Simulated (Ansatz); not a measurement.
## Molecular dynamics of CH$_{7}$BClFSi$_{2}$

Input file:

```yaml
crystal:
  periodic: [false, false, false]
  atoms:
    - { symbol: C, position_ang: [-0.485958, -1.281543, -1.191535] }
    - { symbol: Si, position_ang: [0.165337, 0.213091, -0.327356] }
    - { symbol: Si, position_ang: [1.571119, -0.418408, 1.313805] }
    - { symbol: B, position_ang: [-1.16449, 1.680507, 0.376069] }
    - { symbol: F, position_ang: [-0.534698, 2.696598, 0.856468] }
    - { symbol: Cl, position_ang: [-3.004377, 1.673945, 0.254613] }
    - { symbol: H, position_ang: [0.500119, -1.69454, -1.64336] }
    - { symbol: H, position_ang: [-0.980385, -1.963665, -0.543098] }
    - { symbol: H, position_ang: [-1.159151, -1.177977, -2.009647] }
    - { symbol: H, position_ang: [0.920729, 0.983654, -1.344381] }
    - { symbol: H, position_ang: [0.73191, -0.376305, 2.548378] }
    - { symbol: H, position_ang: [2.096375, -1.798225, 1.021641] }
    - { symbol: H, position_ang: [2.752805, 0.541633, 1.407778] }
basis:
  gaussian: { orbitals: STO-3G }
hamiltonian:
  xc: blyp
md:
  timestep: 0.5
  n_steps: 166
  ensemble: nve
  temperature: 300.0
  initial_velocities: maxwell_boltzmann
  seed: 643033
  masses: [{ species: H, mass: 3.016 }]
scf:
  lower_state_search: "off"
```

Launched with:

```bash
$ ansatz run input.yaml --threads 1 --pin off --max-ram 2048MiB --backend cpu --events-out ev --progress --plain --runs-dir out
```

It goes on from the last frame of an earlier run, with new velocities.

Output, in part (one step line in 3, the closing report, with atoms numbered from 0):

```
md step     0: t =     0.00 fs  T =   300.0 K  F+E_penalty+E_count = -32439.93794920 eV  E_kin = 0.426558 eV  conserved = -32439.51139121 eV  (14 SCF iters)
md step     3: t =     1.50 fs  T =   362.6 K  F+E_penalty+E_count = -32440.02765195 eV  E_kin = 0.515529 eV  conserved = -32439.51212268 eV  (13 SCF iters)
md step     6: t =     3.00 fs  T =   428.4 K  F+E_penalty+E_count = -32440.12207042 eV  E_kin = 0.609147 eV  conserved = -32439.51292324 eV  (19 SCF iters)
md step     9: t =     4.50 fs  T =   431.1 K  F+E_penalty+E_count = -32440.12557822 eV  E_kin = 0.612956 eV  conserved = -32439.51262262 eV  (19 SCF iters)
md step    12: t =     6.00 fs  T =   395.6 K  F+E_penalty+E_count = -32440.07448145 eV  E_kin = 0.562559 eV  conserved = -32439.51192266 eV  (19 SCF iters)
md step    15: t =     7.50 fs  T =   379.2 K  F+E_penalty+E_count = -32440.05132861 eV  E_kin = 0.539196 eV  conserved = -32439.51213270 eV  (20 SCF iters)
md step    18: t =     9.00 fs  T =   369.2 K  F+E_penalty+E_count = -32440.03734797 eV  E_kin = 0.524892 eV  conserved = -32439.51245586 eV  (20 SCF iters)
md step    21: t =    10.50 fs  T =   336.9 K  F+E_penalty+E_count = -32439.99124318 eV  E_kin = 0.479039 eV  conserved = -32439.51220468 eV  (20 SCF iters)
md step    24: t =    12.00 fs  T =   299.5 K  F+E_penalty+E_count = -32439.93759906 eV  E_kin = 0.425776 eV  conserved = -32439.51182258 eV  (20 SCF iters)
md step    27: t =    13.50 fs  T =   290.2 K  F+E_penalty+E_count = -32439.92428612 eV  E_kin = 0.412635 eV  conserved = -32439.51165071 eV  (14 SCF iters)
md step    30: t =    15.00 fs  T =   325.8 K  F+E_penalty+E_count = -32439.97503885 eV  E_kin = 0.463309 eV  conserved = -32439.51172977 eV  (19 SCF iters)
md step    33: t =    16.50 fs  T =   397.0 K  F+E_penalty+E_count = -32440.07665704 eV  E_kin = 0.564511 eV  conserved = -32439.51214555 eV  (19 SCF iters)
md step    36: t =    18.00 fs  T =   462.5 K  F+E_penalty+E_count = -32440.17044727 eV  E_kin = 0.657658 eV  conserved = -32439.51278905 eV  (19 SCF iters)
md step    39: t =    19.50 fs  T =   467.6 K  F+E_penalty+E_count = -32440.17766923 eV  E_kin = 0.664794 eV  conserved = -32439.51287550 eV  (19 SCF iters)
md step    42: t =    21.00 fs  T =   414.3 K  F+E_penalty+E_count = -32440.10088792 eV  E_kin = 0.589018 eV  conserved = -32439.51187012 eV  (19 SCF iters)
md step    45: t =    22.50 fs  T =   392.1 K  F+E_penalty+E_count = -32440.06883224 eV  E_kin = 0.557539 eV  conserved = -32439.51129320 eV  (19 SCF iters)
md step    48: t =    24.00 fs  T =   449.6 K  F+E_penalty+E_count = -32440.15144946 eV  E_kin = 0.639305 eV  conserved = -32439.51214430 eV  (19 SCF iters)
md step    51: t =    25.50 fs  T =   516.1 K  F+E_penalty+E_count = -32440.24676230 eV  E_kin = 0.733879 eV  conserved = -32439.51288293 eV  (19 SCF iters)
md step    54: t =    27.00 fs  T =   519.3 K  F+E_penalty+E_count = -32440.25116945 eV  E_kin = 0.738351 eV  conserved = -32439.51281796 eV  (19 SCF iters)
md step    57: t =    28.50 fs  T =   457.9 K  F+E_penalty+E_count = -32440.16343888 eV  E_kin = 0.651090 eV  conserved = -32439.51234901 eV  (19 SCF iters)
md step    60: t =    30.00 fs  T =   375.6 K  F+E_penalty+E_count = -32440.04583314 eV  E_kin = 0.534015 eV  conserved = -32439.51181788 eV  (19 SCF iters)
md step    63: t =    31.50 fs  T =   323.7 K  F+E_penalty+E_count = -32439.97175430 eV  E_kin = 0.460220 eV  conserved = -32439.51153428 eV  (19 SCF iters)
md step    66: t =    33.00 fs  T =   328.4 K  F+E_penalty+E_count = -32439.97878059 eV  E_kin = 0.466991 eV  conserved = -32439.51178933 eV  (20 SCF iters)
md step    69: t =    34.50 fs  T =   366.4 K  F+E_penalty+E_count = -32440.03340169 eV  E_kin = 0.520972 eV  conserved = -32439.51243010 eV  (20 SCF iters)
md step    72: t =    36.00 fs  T =   385.6 K  F+E_penalty+E_count = -32440.06079136 eV  E_kin = 0.548261 eV  conserved = -32439.51253022 eV  (20 SCF iters)
md step    75: t =    37.50 fs  T =   385.7 K  F+E_penalty+E_count = -32440.06013782 eV  E_kin = 0.548413 eV  conserved = -32439.51172532 eV  (20 SCF iters)
md step    78: t =    39.00 fs  T =   431.1 K  F+E_penalty+E_count = -32440.12475189 eV  E_kin = 0.612916 eV  conserved = -32439.51183628 eV  (19 SCF iters)
md step    81: t =    40.50 fs  T =   508.4 K  F+E_penalty+E_count = -32440.23585017 eV  E_kin = 0.722888 eV  conserved = -32439.51296266 eV  (19 SCF iters)
md step    84: t =    42.00 fs  T =   521.6 K  F+E_penalty+E_count = -32440.25477275 eV  E_kin = 0.741679 eV  conserved = -32439.51309399 eV  (19 SCF iters)
md step    87: t =    43.50 fs  T =   449.5 K  F+E_penalty+E_count = -32440.15140173 eV  E_kin = 0.639113 eV  conserved = -32439.51228831 eV  (19 SCF iters)
md step    90: t =    45.00 fs  T =   359.1 K  F+E_penalty+E_count = -32440.02215900 eV  E_kin = 0.510645 eV  conserved = -32439.51151382 eV  (19 SCF iters)
md step    93: t =    46.50 fs  T =   322.7 K  F+E_penalty+E_count = -32439.97005622 eV  E_kin = 0.458785 eV  conserved = -32439.51127101 eV  (19 SCF iters)
md step    96: t =    48.00 fs  T =   363.3 K  F+E_penalty+E_count = -32440.02818011 eV  E_kin = 0.516512 eV  conserved = -32439.51166805 eV  (19 SCF iters)
md step    99: t =    49.50 fs  T =   442.7 K  F+E_penalty+E_count = -32440.14192555 eV  E_kin = 0.629414 eV  conserved = -32439.51251174 eV  (19 SCF iters)
md step   102: t =    51.00 fs  T =   483.4 K  F+E_penalty+E_count = -32440.20049589 eV  E_kin = 0.687327 eV  conserved = -32439.51316927 eV  (19 SCF iters)
md step   105: t =    52.50 fs  T =   434.6 K  F+E_penalty+E_count = -32440.13053715 eV  E_kin = 0.617910 eV  conserved = -32439.51262716 eV  (19 SCF iters)
md step   108: t =    54.00 fs  T =   355.4 K  F+E_penalty+E_count = -32440.01651452 eV  E_kin = 0.505280 eV  conserved = -32439.51123479 eV  (20 SCF iters)
md step   111: t =    55.50 fs  T =   364.3 K  F+E_penalty+E_count = -32440.02939453 eV  E_kin = 0.518013 eV  conserved = -32439.51138192 eV  (13 SCF iters)
md step   114: t =    57.00 fs  T =   451.3 K  F+E_penalty+E_count = -32440.15429506 eV  E_kin = 0.641662 eV  conserved = -32439.51263287 eV  (19 SCF iters)
md step   117: t =    58.50 fs  T =   507.2 K  F+E_penalty+E_count = -32440.23414029 eV  E_kin = 0.721204 eV  conserved = -32439.51293620 eV  (19 SCF iters)
md step   120: t =    60.00 fs  T =   492.7 K  F+E_penalty+E_count = -32440.21298435 eV  E_kin = 0.700547 eV  conserved = -32439.51243701 eV  (19 SCF iters)
md step   123: t =    61.50 fs  T =   445.6 K  F+E_penalty+E_count = -32440.14548611 eV  E_kin = 0.633549 eV  conserved = -32439.51193737 eV  (19 SCF iters)
md step   126: t =    63.00 fs  T =   411.6 K  F+E_penalty+E_count = -32440.09704499 eV  E_kin = 0.585293 eV  conserved = -32439.51175235 eV  (19 SCF iters)
md step   129: t =    64.50 fs  T =   409.1 K  F+E_penalty+E_count = -32440.09358486 eV  E_kin = 0.581723 eV  conserved = -32439.51186231 eV  (19 SCF iters)
md step   132: t =    66.00 fs  T =   427.4 K  F+E_penalty+E_count = -32440.11991053 eV  E_kin = 0.607731 eV  conserved = -32439.51217970 eV  (19 SCF iters)
md step   135: t =    67.50 fs  T =   438.6 K  F+E_penalty+E_count = -32440.13599308 eV  E_kin = 0.623588 eV  conserved = -32439.51240531 eV  (19 SCF iters)
md step   138: t =    69.00 fs  T =   429.7 K  F+E_penalty+E_count = -32440.12289649 eV  E_kin = 0.610902 eV  conserved = -32439.51199403 eV  (19 SCF iters)
md step   141: t =    70.50 fs  T =   441.6 K  F+E_penalty+E_count = -32440.13944744 eV  E_kin = 0.627951 eV  conserved = -32439.51149624 eV  (13 SCF iters)
md step   144: t =    72.00 fs  T =   511.5 K  F+E_penalty+E_count = -32440.23951789 eV  E_kin = 0.727243 eV  conserved = -32439.51227500 eV  (19 SCF iters)
md step   147: t =    73.50 fs  T =   572.8 K  F+E_penalty+E_count = -32440.32754789 eV  E_kin = 0.814391 eV  conserved = -32439.51315650 eV  (20 SCF iters)
md step   150: t =    75.00 fs  T =   547.8 K  F+E_penalty+E_count = -32440.29167656 eV  E_kin = 0.778917 eV  conserved = -32439.51275975 eV  (20 SCF iters)
md step   153: t =    76.50 fs  T =   463.9 K  F+E_penalty+E_count = -32440.17149871 eV  E_kin = 0.659611 eV  conserved = -32439.51188734 eV  (20 SCF iters)
md step   156: t =    78.00 fs  T =   397.1 K  F+E_penalty+E_count = -32440.07610690 eV  E_kin = 0.564583 eV  conserved = -32439.51152343 eV  (20 SCF iters)
md step   159: t =    79.50 fs  T =   383.1 K  F+E_penalty+E_count = -32440.05642977 eV  E_kin = 0.544699 eV  conserved = -32439.51173116 eV  (20 SCF iters)
md step   162: t =    81.00 fs  T =   404.1 K  F+E_penalty+E_count = -32440.08673861 eV  E_kin = 0.574583 eV  conserved = -32439.51215546 eV  (20 SCF iters)
md step   165: t =    82.50 fs  T =   419.6 K  F+E_penalty+E_count = -32440.10912453 eV  E_kin = 0.596617 eV  conserved = -32439.51250768 eV  (20 SCF iters)
md step   166: t =    83.00 fs  T =   417.2 K  F+E_penalty+E_count = -32440.10582333 eV  E_kin = 0.593267 eV  conserved = -32439.51255641 eV  (20 SCF iters)
Total energy: -32440.10612790 eV, -1192.1519115068 hartree
Atom 0 at    -0.803389    -1.239766    -1.155135 Å, force    -0.357527    -0.214318     0.491114 eV/Å
Atom 1 at     0.171526     0.200304    -0.335441 Å, force    -0.230493    -1.326402    -0.843081 eV/Å
Atom 2 at     1.597031    -0.300716     1.292584 Å, force     0.848467    -0.441112     1.483372 eV/Å
Atom 3 at    -0.981840     1.600745     0.412821 Å, force    -0.940536     1.889274     0.344797 eV/Å
Atom 4 at    -0.512528     2.696952     1.061505 Å, force    -0.869106    -1.531312    -0.778511 eV/Å
Atom 5 at    -2.879767     1.560716     0.105709 Å, force     1.424366     0.100454     0.375055 eV/Å
Atom 6 at    -0.159276    -1.984580    -1.691228 Å, force    -0.027746     0.790453    -0.048914 eV/Å
Atom 7 at    -1.402926    -1.906480    -0.440135 Å, force     0.148980     1.356519    -0.891910 eV/Å
Atom 8 at    -1.418769    -0.636981    -1.898417 Å, force    -0.040267    -1.440847     0.585968 eV/Å
Atom 9 at     0.866394     0.718831    -1.497102 Å, force     0.286537     0.464152    -0.018192 eV/Å
Atom 10 at     0.923892    -0.910113     2.420883 Å, force    -0.519175     0.125935     0.089353 eV/Å
Atom 11 at     2.687212    -1.276281     1.176479 Å, force     0.032854     0.491858    -0.631637 eV/Å
Atom 12 at     2.072119     0.981483     1.821692 Å, force     0.243646    -0.264655    -0.157414 eV/Å
Dipole moment:     0.450638     0.020328    -0.008224 e Å
```

All steps were run. The conserved energy stayed within 0.14 meV per atom of its start (net change -0.09 meV per atom), so the integration is sound. The system heated up, since it started high on the potential surface and ran downhill. A run of 0.083 ps of so small a system gives no equilibrium averages. Limits of this set-up: minimal basis.

The same pairs are bonded in the first frame and the last. Pairs count as bonded within 1.25 times the sum of covalent radii (0.12 Å more for H–H).

Last frame:

```xyz
13
Properties=species:S:1:pos:R:3
C -0.803 -1.240 -1.155
Si 0.172 0.200 -0.335
Si 1.597 -0.301 1.293
B -0.982 1.601 0.413
F -0.512 2.697 1.062
Cl -2.880 1.561 0.106
H -0.159 -1.985 -1.691
H -1.403 -1.907 -0.440
H -1.419 -0.637 -1.898
H 0.866 0.719 -1.497
H 0.924 -0.910 2.421
H 2.687 -1.276 1.177
H 2.072 0.982 1.822
```

Time of the run: 6.7 min on 1 thread of Arm Neoverse V1, on a shared host, peak memory 0.091 GiB.
